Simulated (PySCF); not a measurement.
Nuclear quadrupole coupling in `CN(C)c1cpccp1`

Compound: C6H9NP2.
Numbering: `[CH3:1][N:2]([CH3:3])[c:4]1[cH:5][p:6][cH:7][cH:8][p:9]1` (hydrogens: H10, H11, H12 on C1; H13, H14, H15 on C3; H16 on C5; H17 on C7; H18 on C8)

Geometry (PBE0-D3(BJ)/def2-SVP, Å), atoms numbered from 1 in this order:
```xyz
18
C6H9NP2 angstrom
C     -2.040   -1.027    0.547
N     -1.240   -0.050   -0.148
C     -1.879    0.864   -1.063
C      0.115    0.005    0.033
C      0.737   -0.895    0.922
P      2.390   -1.097    1.376
C      3.222    0.118    0.460
C      2.650    1.020   -0.421
P      1.000    1.253   -0.902
H     -3.089   -0.910    0.250
H     -1.734   -2.061    0.305
H     -1.983   -0.906    1.643
H     -2.960    0.678   -1.071
H     -1.708    1.917   -0.774
H     -1.496    0.747   -2.093
H      0.087   -1.609    1.436
H      4.308    0.161    0.604
H      3.326    1.727   -0.921
```

Field gradients from the PBE0/pcSseg-1 density (PySCF, non-relativistic), principal values in atomic units, ordered |Vxx| ≤ |Vyy| ≤ |Vzz|:

```json
{"atom": "N2", "Vxx": "0.5347", "Vyy": "0.5992", "Vzz": "-1.1340"}
```

Find the asymmetry η = (Vxx − Vyy)/Vzz and the couplings χ = eQV/h (234.96 MHz × Q in barn × V in au), with Q(14N) = 0.02044 b.

```tsv
atom	environment	nucleus	η	χzz (MHz)	χxx (MHz)	χyy (MHz)
N2	aniline-type nitrogen	14N	0.06	-5.45	2.57	2.88
```

What is Vzz at N2 in SI units (1 au = 9.71736 × 10²¹ V/m²)?

-1.1340 au = -11.019 × 10²¹ V/m².

And the gradient at the other heavy atoms, for which no coupling is worked out here?

| atom | environment | Vzz (au) | η |
| --- | --- | --- | --- |
| C1 | N-methyl carbon | 0.276 | 0.10 |
| C3 | N-methyl carbon | 0.284 | 0.05 |
| C4 | aromatic carbon bearing nitrogen | 0.307 | 0.97 |
| C5 | aromatic CH carbon | 0.214 | 0.40 |
| P6 | phosphorus bonded to 2 C | -1.363 | 0.54 |
| C7 | aromatic CH carbon | 0.269 | 0.13 |
| C8 | aromatic CH carbon | 0.358 | 0.13 |
| P9 | phosphorus bonded to 2 C | -1.050 | 0.27 |

Were the hydrogens deuterons (Q(2H) = 0.00286 b), χzz would run from 185 kHz (H15 and H14) to 203 kHz (H16 and H17).

Isolated species at its PBE0-D3(BJ)/def2-SVP geometry, gas phase. A larger basis could move these couplings by a tenth or more.
